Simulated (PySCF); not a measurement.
`CN(C)c1ccccc[cH+]1`, [C9H12N]+, charge +1

Cartesian coordinates in Å; atom numbers follow the order of the lines, from 1:
```xyz
22

C    -2.3711   -0.9652    0.5014
N    -1.5218    0.1340    0.0604
C    -2.1820    1.3364   -0.4318
C    -0.1851    0.0456    0.1122
C     0.4029   -1.1578    0.6279
C     1.7207   -1.5109    0.7726
C     2.9119   -0.8087    0.4627
C     3.0159    0.4516   -0.0664
C     1.9547    1.3227   -0.4174
C     0.5942    1.1605   -0.3457
H    -2.1691   -1.8824   -0.0726
H    -2.2362   -1.1732    1.5742
H    -3.4177   -0.6915    0.3394
H    -3.2652    1.1972   -0.3676
H    -1.9267    1.5325   -1.4846
H    -1.9173    2.2163    0.1743
H    -0.2998   -1.9200    0.9618
H     1.8761   -2.5060    1.2001
H     3.8448   -1.3374    0.6760
H     4.0243    0.8377   -0.2374
H     2.2724    2.2905   -0.8169
H     0.0255    2.0202   -0.6975
```

Total charge +1.

Method: PySCF 2.14.0, quadratic response CAM-B3LYP/def2-SVPD first hyperpolarisability, Taylor convention, gas phase. Geometry: PBE0-D3(BJ)/def2-SVP.

Problem. Give β for the processes computed.

Solution. In 10⁻³⁰ esu, Taylor convention; the vector part is βᵢ = ⅓ Σⱼ (βᵢⱼⱼ + βⱼᵢⱼ + βⱼⱼᵢ):
```csv
process,λ (nm),β vector norm,β HRS,depolarisation ratio
"static β(0;0,0)",∞,4.16,1.82,4.24
"second harmonic β(−2ω;ω,ω)",1907,4.60,2.00,4.38
"Pockels β(−ω;ω,0)",1907,4.30,–,–
"second harmonic β(−2ω;ω,ω)",1064,5.95,2.56,4.83
"Pockels β(−ω;ω,0)",1064,4.64,–,–
```

Problem. Which lowest excitations and polarisabilities go with it?

Solution. S1 3.83 eV (f = 0.040); S2 4.30 eV (f = 0.282); S3 5.87 eV (f = 0.041); isotropic α 117.1 au static, 117.8 au at 1907 nm, 119.5 au at 1064 nm, 120.1 au at 953.5 nm, 128.4 au at 532 nm.
